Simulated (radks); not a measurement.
Results of a calculation; reference values are marked as such.
Neutral silver inside a hard spherical wall (all orbitals vanish at R), configuration held at [Kr] 4d10 5s1 and not refilled when levels cross. Code: a radial shooting solver on a logarithmic mesh with Libxc functionals. Model: scalar-relativistic Kohn-Sham, PBEsol, spin-unpolarised, spherical densities, finite nucleus; Fermi nuclear charge, rms radius 4.5454 fm. Eigenvalues in eV, with the zero of energy where the potential of the charges vanishes at infinity; a dash marks a level that is unbound or too diffuse for the functional's potential to be trusted. A positive occupied level is held by the wall or, in an anion where self-interaction has pushed it up, behind a barrier. The pressure on the wall is -dE/dV.

R (bohr)  E (hartree)  kinetic (hartree)    e(4s)    e(4p)   e(4d)   e(5s)  e(5p, empty)  e(6s, empty)  pressure (GPa)
free      -5313.39409           5519.370  -94.964  -58.514  -7.453  -4.421             -             -               0
15        -5313.39409           5519.370  -94.964  -58.514  -7.453  -4.421        -0.651         0.451        < 0.0001
12        -5313.39406           5519.370  -94.960  -58.510  -7.450  -4.418        -0.592         1.041        0.000503
5         -5313.32138           5519.756  -93.203  -56.770  -5.811  -2.026         4.171        21.692            8.59
4         -5313.11591           5520.688  -90.341  -53.989  -3.197   2.424        10.667        43.577            58.5
2.5       -5309.95725           5533.273  -70.781  -35.136  16.701  44.175        62.419        180.19            2600
1.5       -5273.70040           5657.091   16.837   58.115  125.08  315.79        353.01        781.80          123000
